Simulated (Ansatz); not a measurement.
All numbers were calculated with Ansatz.

Basis-set series for `[F][Ga]([Br])[Br]`. The species carries charge 0 and has multiplicity 1. Geometry: relaxed with PBE0-D4/def2-TZVP.

Cartesian coordinates in Å:
```
F -1.126 0.569 -1.322
Ga -0.056 0.028 -0.066
Br 0.171 1.333 1.753
Br 1.011 -1.930 -0.365
```

| functional | basis | functions | energy (Eh) | HOMO (eV) | LUMO (eV) |
| --- | --- | --- | --- | --- | --- |
| PBE0-D4 | def2-SVP | 110 | -7171.27823 | -8.91 | -2.07 |
| PBE0-D4 | def2-TZVPP | 175 | -7172.27562 | -9.01 | -2.18 |
| ωB97M-V | def2-SVP | 110 | -7171.80905 | -11.08 | -0.07 |
| ωB97M-V | def2-TZVPP | 175 | -7172.80365 | -11.22 | -0.25 |

Task: Give the rows for def2-QZVPP. (An estimate is asked.)

Result: The calculation gave: 
```csv
functional,basis,functions,energy (Eh),HOMO (eV),LUMO (eV)
PBE0-D4,def2-QZVPP,324,-7172.42993,-9.02,-2.23
ωB97M-V,def2-QZVPP,324,-7172.95220,-11.23,-0.40
```

Scalar relativity is left out up to krypton.
